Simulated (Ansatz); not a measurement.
Species: HF₃SeSi, SMILES `F[Si](F)(F)[SeH]` (charge 0, multiplicity 1).

Problem. Give a relaxed geometry from r2SCAN-D4/def2-TZVP (Ansatz, a quantum-chemistry and plane-wave program).

Solution. the end point of this relaxation (outside a Z-matrix the atoms follow the SMILES, hydrogens last).
Bonded distances (Å): F1–Si2 1.575, Si2–F3 1.576, Si2–F4 1.576, Si2–Se5 2.232, Se5–H6 1.470. Angles (°): F1–Si2–F3 108.5, F1–Si2–F4 108.4, F1–Si2–Se5 107.6, F3–Si2–F4 106.0, F3–Si2–Se5 113.0, F4–Si2–Se5 113.2, Si2–Se5–H6 90.4.
